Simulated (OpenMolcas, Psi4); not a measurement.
BBr2Cl (dibromo(chloro)borane): methods side by side

BBr2Cl: 4 atoms, total charge 0, spin state singlet. SMILES: `ClB(Br)Br`. Geometry: relaxed at PBE0-D4/def2-TZVP.

Each level gives the electronic atomisation energy (eV). The values are calculated. Electronic energies at fixed atoms, without zero-point motion or spin-orbit coupling.

```json
{"level": "SVWN5/6-31G* (spherical functions)", "kind": "LDA", "program": "OpenMolcas", "value (eV)": "15.19"}
{"level": "BLYP/6-31G* (spherical functions)", "kind": "GGA", "program": "OpenMolcas", "value (eV)": "12.25"}
{"level": "PBE/6-31G* (spherical functions)", "kind": "GGA", "program": "OpenMolcas", "value (eV)": "13.24"}
{"level": "revPBE/6-31G* (spherical functions)", "kind": "GGA", "program": "OpenMolcas", "value (eV)": "12.55"}
{"level": "M06-L/6-31G* (spherical functions)", "kind": "meta-GGA", "program": "OpenMolcas", "value (eV)": "12.78"}
{"level": "M06-2X/6-31G* (spherical functions)", "kind": "hybrid meta-GGA", "program": "OpenMolcas", "value (eV)": "12.42"}
{"level": "PBE0/6-31G* (spherical functions)", "kind": "global hybrid", "program": "OpenMolcas", "value (eV)": "12.92"}
{"level": "MP2/6-31G* (spherical functions)", "kind": "perturbation theory", "program": "Psi4", "value (eV)": "12.49"}
```

All-electron rows without a relativistic Hamiltonian named are non-relativistic. The values span 12.25 to 15.19 eV. In the correlated wave-function rows the outer d shell of Br is correlated, in sets not made for it.
